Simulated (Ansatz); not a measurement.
`CCOC(=O)C(F)(F)F`. Total charge 0; spin multiplicity 1.

```xyz
14

C    -0.360   -0.826   -1.879
C    -1.134   -0.602   -0.605
O    -0.244   -0.426    0.517
C     0.225    0.791    0.708
O    -0.012    1.774    0.073
C     1.174    0.790    1.928
F     1.642    2.005    2.151
F     2.206   -0.028    1.712
F     0.535    0.373    3.021
H     0.225    0.056   -2.141
H     0.310   -1.682   -1.781
H    -1.057   -1.027   -2.696
H    -1.731   -1.472   -0.335
H    -1.779    0.274   -0.675
```

Problem. What are the harmonic wavenumbers in cm⁻¹ at PBE0-D4/def2-TZVP (Ansatz, finite differences of forces, unscaled)? (Estimate.)

Solution. The calculation gave: 26, 71, 91, 173, 233, 257, 334, 352, 418, 462, 532, 588, 740, 795, 801, 875, 897, 1052, 1124, 1174, 1205, 1210, 1264, 1332, 1373, 1405, 1431, 1479, 1488, 1500, 1872, 3063, 3095, 3139, 3142, 3164.

Problem. Is this a minimum?

Solution. Yes, all 36 modes are real.

Problem. Give the ideal-gas thermochemistry at 298.15 K and 1 bar (rigid rotor, harmonic oscillator; point group C1, symmetry number 1).

Solution. Zero-point energy 252.2 kJ/mol; H(298) − E = 278.4 kJ/mol; entropy 402.2 J/(mol·K), of which translation 170.7, rotation 121.6, vibration 110.0; G(298) − E = 158.5 kJ/mol. Modes under 100 cm⁻¹ are hindered rotations or soft bends, so the harmonic entropy is rough.

Problem. Rotational constants (cm⁻¹)?

Solution. 0.1055, 0.03357, 0.03161.
